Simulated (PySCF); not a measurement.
Gas-phase reaction: 2 SbH₃ + 3 Cl₂ → 2 SbCl₃ + 6 H

Method: PySCF energies plus ideal-gas RRHO corrections (1 bar). † marks an energy on the PBE0/def2-TZVP geometry and frequencies. CCSD(T) freezes the core. Open shells (unrestricted): H (multiplicity 2); the rest are closed-shell singlets. Sb: scalar-relativistic def2 core potential, no spin-orbit coupling. CCSD(T) isn't extrapolated to the basis-set limit.

CCSD(T)/def2-TZVPP† gives ΔH°(298 K) = 428 kJ.

Problem. What do PBE0/def2-QZVP†, CCSD(T)/def2-SVP†, r2SCAN/def2-TZVP† give?

Solution. PBE0/def2-QZVP†: 359 kJ; CCSD(T)/def2-SVP†: 396 kJ; r2SCAN/def2-TZVP†: 347 kJ. For scale, ΔH°(298 K) is 428 kJ at this level, 401 kJ at ωB97M-V/def2-TZVP†, and runs from 97 to 606 kJ over the 18 levels computed.
